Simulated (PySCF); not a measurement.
# Static response to an electric field

Compound: CH7NOSi2.
Cartesian coordinates in Å at the GFN2-xTB level; atoms count from 1:
```
atom  x, y, z in Å
N1    -2.4122   -0.4285   -0.0439
C2    -1.0837   -0.6325   -0.1675
O3    -0.6341   -1.7178   -0.4946
Si4    0.1050    0.8367    0.1797
Si5    2.2350   -0.0215   -0.0257
H6    -2.7808    0.4662    0.2219
H7    -3.0572   -1.1834   -0.2277
H8    -0.3034    1.8936   -0.7622
H9    -0.3051    1.3720    1.4905
H10    3.2239    1.0013    0.3457
H11    2.4656   -1.1655    0.8563
H12    2.5482   -0.4212   -1.3986
```

Level: CAM-B3LYP/def2-SVPD (PySCF), static field, nuclei fixed, core orbitals frozen in the response. The polarisability tensor in these axes (au):

```
x   98.70 -1.92 -1.21
y   -1.92 80.03  4.16
z   -1.21  4.16 65.56
```

Problem. Give the principal values, the mean and the anisotropy Δα = √{½[(α1 − α2)² + (α2 − α3)² + (α1 − α3)²]}.

Solution. Principal values 64.44, 80.88 and 98.98 au; mean 81.43 au = 12.07 Å³ = 13.43 × 10⁻⁴⁰ C²·m²/J; Δα = 29.93 au (37 % of the mean).

Problem. What is the dipole moment, and where does it point?

Solution. (-2.08, 2.50, 0.81) D, 3.35 D in size, pointing from the negative to the positive side. Measured along this direction, the outermost atoms are H12 and H11 at the negative end and H6 at the positive end.

Problem. Find the Langevin capture rate constant for H3O+ (19.018 u) meeting this molecule (105.007 u), k = 2.342 × 10⁻⁹ cm³/s × √(α in Å³ / reduced mass in u).

Solution. The reduced mass is 16.10 u, so k = 2.03 × 10⁻⁹ cm³/s. The formula leaves out the permanent dipole, which adds to the capture rate.

Problem. Form Σ f/ω² (atomic units) for the 8 lowest TDDFT singlets, given as eV and f, and set it beside the mean polarisability, which is this sum over all singlets: 4.81, 0.0014; 6.32, 0.0029; 6.86, 0.0410; 6.90, 0.0007; 7.01, 0.0597; 7.13, 0.0055; 7.22, 0.1184; 7.44, 0.0226.

Solution. They add up to 3.72 au, 4.6 % of the 81.43 au; the largest single term is 1.68 au, from the state at 7.22 eV. Terms in order: 0.05, 0.05, 0.65, 0.01, 0.90, 0.08, 1.68, 0.30 au. Higher excitations give the rest. The strengths listed sum to 0.252.

Problem. Rayleigh depolarisation ratio (linearly polarised light, static tensor)?

Solution. ρ = 3Δα²/(45ᾱ² + 4Δα²) = 2686.8/(298393 + 3582.4) = 0.0089.

Geometry: GFN2-xTB, one conformer, isolated molecule.

These values come from a run that also computed excited states. Time: 14 s of wall time. Hardware: x86-64 server, one thread, on a shared host.
